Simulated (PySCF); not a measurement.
## Low-lying terms of Rb⁺ (rubidium, charge +1)

Ground state [Kr], ¹S. All numbers are calculated (PySCF 2.14, a scalar-relativistic core potential, in def2-TZVPPD with one added diffuse shell each of s, p, d type with the def2 core potential (28 electrons) (7s5p4d1f, 49 functions)). Vertical excitation energies in eV without spin-orbit coupling; excited terms of each kind are numbered among those the solver found.

| term | leading excitation | TDA-LC-wPBE | TD-LC-wPBE |
| --- | --- | --- | --- |
| 1 3P° | 4p → s | 16.363 | 16.352 |
| 1 1P° | 4p → s | 16.708 | 16.706 |
| 1 3S | 4p → p | 18.657 | 18.646 |
| 1 3D | 4p → p | 18.983 | 18.979 |
| 1 1D | 4p → p | 19.121 | 19.120 |
| 1 1P | 4p → p | 19.186 | 19.186 |
| 1 3P | 4p → p | 19.186 | 19.186 |
| 2 3P° | 4p → d | 19.289 | 19.268 |
| 1 3F° | 4p → d | 19.460 | 19.433 |
| 1 1S | 4p → p | 19.771 | 19.706 |
| 1 1F° | 4p → d | 19.864 | 19.862 |
| 1 1D° | 4p → d | 19.889 | 19.888 |
| 1 3D° | 4p → d | 19.889 | 19.888 |
| 2 3S | 4p → p | 22.413 | 22.410 |
| 2 1D | 4p → p | 22.564 | 22.564 |

Where a singlet and its triplet coincide, the exchange integral that splits them vanishes by symmetry for a single excitation; correlation beyond this level separates them.

Oscillator strength of the first ¹S → ¹P° line: TDA-LC-wPBE 0.437, TD-LC-wPBE 0.431.

The spin-orbit splitting of the hole, absent here, rivals or exceeds the spacing of these terms, so the LS terms are model states.

The solver can miss terms. Rydberg members are limited by the diffuse functions of the basis.
